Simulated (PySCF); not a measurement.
C2H5OPSi.
Atom-mapped SMILES: `[O:1]=[C:2]=[P:3][CH2:4][SiH3:5]` (hydrogens: H6, H7 on C4; H8, H9, H10 on Si5)

The same species was optimised twice, with GFN2-xTB and with PBE0-D3(BJ)/def2-SVP (PySCF), and the same property calculations (PySCF, gas phase) were run on both structures.

```json
{"coordinate": "C2=P3 (Å)", "GFN2-xTB": "1.640", "PBE0-D3(BJ)/def2-SVP": "1.683", "change": "+0.043"}
{"coordinate": "Si5–H10 (Å)", "GFN2-xTB": "1.464", "PBE0-D3(BJ)/def2-SVP": "1.497", "change": "+0.033"}
{"coordinate": "Si5–H9 (Å)", "GFN2-xTB": "1.463", "PBE0-D3(BJ)/def2-SVP": "1.494", "change": "+0.031"}
{"coordinate": "Si5–H8 (Å)", "GFN2-xTB": "1.462", "PBE0-D3(BJ)/def2-SVP": "1.492", "change": "+0.030"}
{"coordinate": "C4–Si5 (Å)", "GFN2-xTB": "1.911", "PBE0-D3(BJ)/def2-SVP": "1.888", "change": "-0.023"}
{"coordinate": "C4–H7 (Å)", "GFN2-xTB": "1.089", "PBE0-D3(BJ)/def2-SVP": "1.101", "change": "+0.012"}
{"coordinate": "C4–H6 (Å)", "GFN2-xTB": "1.091", "PBE0-D3(BJ)/def2-SVP": "1.103", "change": "+0.012"}
{"coordinate": "O1=C2 (Å)", "GFN2-xTB": "1.164", "PBE0-D3(BJ)/def2-SVP": "1.156", "change": "-0.008"}
{"coordinate": "P3–C4 (Å)", "GFN2-xTB": "1.877", "PBE0-D3(BJ)/def2-SVP": "1.884", "change": "+0.007"}
{"coordinate": "C4–Si5–H10 (°)", "GFN2-xTB": "107.1", "PBE0-D3(BJ)/def2-SVP": "110.5", "change": "+3.4"}
{"coordinate": "P3–C4–H7 (°)", "GFN2-xTB": "108.4", "PBE0-D3(BJ)/def2-SVP": "111.2", "change": "+2.8"}
{"coordinate": "O1–C2–P3 (°)", "GFN2-xTB": "172.2", "PBE0-D3(BJ)/def2-SVP": "174.1", "change": "+1.9"}
{"coordinate": "Si5–C4–H6 (°)", "GFN2-xTB": "110.7", "PBE0-D3(BJ)/def2-SVP": "108.9", "change": "-1.8"}
{"coordinate": "H8–Si5–H9 (°)", "GFN2-xTB": "110.9", "PBE0-D3(BJ)/def2-SVP": "109.2", "change": "-1.7"}
{"coordinate": "H8–Si5–H10 (°)", "GFN2-xTB": "111.0", "PBE0-D3(BJ)/def2-SVP": "109.4", "change": "-1.6"}
{"coordinate": "H9–Si5–H10 (°)", "GFN2-xTB": "110.5", "PBE0-D3(BJ)/def2-SVP": "108.9", "change": "-1.6"}
{"coordinate": "P3–C4–H6 (°)", "GFN2-xTB": "104.5", "PBE0-D3(BJ)/def2-SVP": "103.4", "change": "-1.1"}
{"coordinate": "C2–P3–C4–Si5 (°)", "GFN2-xTB": "-64", "PBE0-D3(BJ)/def2-SVP": "-62", "change": "+2"}
```

Rotational constants: A = 4788, B = 1956, C = 1503 MHz (GFN2-xTB) against A = 4607, B = 1996, C = 1504 MHz (PBE0-D3(BJ)/def2-SVP). Point groups within 0.08 Å: C1 and C1.

On the GFN2-xTB structure: lowest singlet, TDDFT (eV) 2.64 [CAM-B3LYP/def2-SVPD]; lowest triplet, Tamm–Dancoff (eV) 2.29 [CAM-B3LYP/def2-SVPD]; isotropic polarisability (au) 78.9 [CAM-B3LYP/def2-SVPD]; HOMO (eV) -7.77 [CAM-B3LYP/def2-SVPD]; LUMO (eV) -0.86 [CAM-B3LYP/def2-SVPD]; dipole (D) 1.99 [CAM-B3LYP/def2-SVPD]; HOMO (eV) -6.60 [PBE0/pcSseg-1]; LUMO (eV) -2.01 [PBE0/pcSseg-1]; dipole (D) 1.92 [PBE0/pcSseg-1]; GIAO shielding of O1 (ppm) -128.0 [PBE0/pcSseg-1]; GIAO shielding of C2 (ppm) -33.3 [PBE0/pcSseg-1]; GIAO shielding of P3 (ppm) 563.2 [PBE0/pcSseg-1]; GIAO shielding of C4 (ppm) 202.4 [PBE0/pcSseg-1]; GIAO shielding of Si5 (ppm) 417.2 [PBE0/pcSseg-1].

What do these properties become on the PBE0-D3(BJ)/def2-SVP structure?

```json
{"property": "lowest singlet, TDDFT (eV)", "level": "CAM-B3LYP/def2-SVPD", "on GFN2-xTB": "2.64", "on PBE0-D3(BJ)/def2-SVP": "2.65", "change": "+0.01"}
{"property": "lowest triplet, Tamm–Dancoff (eV)", "level": "CAM-B3LYP/def2-SVPD", "on GFN2-xTB": "2.29", "on PBE0-D3(BJ)/def2-SVP": "2.32", "change": "+0.03"}
{"property": "isotropic polarisability (au)", "level": "CAM-B3LYP/def2-SVPD", "on GFN2-xTB": "78.9", "on PBE0-D3(BJ)/def2-SVP": "80.3", "change": "+1.4"}
{"property": "HOMO (eV)", "level": "CAM-B3LYP/def2-SVPD", "on GFN2-xTB": "-7.77", "on PBE0-D3(BJ)/def2-SVP": "-7.74", "change": "+0.03"}
{"property": "LUMO (eV)", "level": "CAM-B3LYP/def2-SVPD", "on GFN2-xTB": "-0.86", "on PBE0-D3(BJ)/def2-SVP": "-0.85", "change": "+0.01"}
{"property": "dipole (D)", "level": "CAM-B3LYP/def2-SVPD", "on GFN2-xTB": "1.99", "on PBE0-D3(BJ)/def2-SVP": "1.75", "change": "-0.24"}
{"property": "energy, GFN2-xTB geometry as zero (kcal/mol)", "level": "CAM-B3LYP/def2-SVPD", "on GFN2-xTB": "0.0", "on PBE0-D3(BJ)/def2-SVP": "-1.6", "change": "-1.6"}
{"property": "HOMO (eV)", "level": "PBE0/pcSseg-1", "on GFN2-xTB": "-6.60", "on PBE0-D3(BJ)/def2-SVP": "-6.58", "change": "+0.02"}
{"property": "LUMO (eV)", "level": "PBE0/pcSseg-1", "on GFN2-xTB": "-2.01", "on PBE0-D3(BJ)/def2-SVP": "-2.02", "change": "-0.01"}
{"property": "dipole (D)", "level": "PBE0/pcSseg-1", "on GFN2-xTB": "1.92", "on PBE0-D3(BJ)/def2-SVP": "1.69", "change": "-0.23"}
{"property": "energy, GFN2-xTB geometry as zero (kcal/mol)", "level": "PBE0/pcSseg-1", "on GFN2-xTB": "0.0", "on PBE0-D3(BJ)/def2-SVP": "-1.7", "change": "-1.7"}
{"property": "GIAO shielding of O1 (ppm)", "level": "PBE0/pcSseg-1", "on GFN2-xTB": "-128.0", "on PBE0-D3(BJ)/def2-SVP": "-130.9", "change": "-2.9"}
{"property": "GIAO shielding of C2 (ppm)", "level": "PBE0/pcSseg-1", "on GFN2-xTB": "-33.3", "on PBE0-D3(BJ)/def2-SVP": "-35.3", "change": "-2.0"}
{"property": "GIAO shielding of P3 (ppm)", "level": "PBE0/pcSseg-1", "on GFN2-xTB": "563.2", "on PBE0-D3(BJ)/def2-SVP": "541.8", "change": "-21.4"}
{"property": "GIAO shielding of C4 (ppm)", "level": "PBE0/pcSseg-1", "on GFN2-xTB": "202.4", "on PBE0-D3(BJ)/def2-SVP": "199.9", "change": "-2.5"}
{"property": "GIAO shielding of Si5 (ppm)", "level": "PBE0/pcSseg-1", "on GFN2-xTB": "417.2", "on PBE0-D3(BJ)/def2-SVP": "414.6", "change": "-2.6"}
```

The heavy atoms differ by 0.031 Å rms after alignment. Among all bonds C2=P3 changes most (+0.043 Å). Changes are differences of the printed values. Neither structure is proved a minimum here.

The values belong to the conformer `[O:1]=[C:2]=[P:3][CH2:4][SiH3:5]`: C2–P3–C4–Si5 -62°.
